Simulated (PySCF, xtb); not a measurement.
SbBr₂, SMILES [Br][Sb][Br], multiplicity 2.

Harmonic wavenumbers (cm⁻¹) from GFN2-xTB in xtb at its own minimum, in rising order: 71, 214, 227.

What does PBE0-D3(BJ)/def2-SVP run with PySCF give at its own minimum? (The exact figures need the calculation; the answer reports its results.)

80, 256, 260. Paired by order, the mean absolute difference is 28 cm⁻¹ and the zero-point energies are 0.7 and 0.9 kcal/mol.
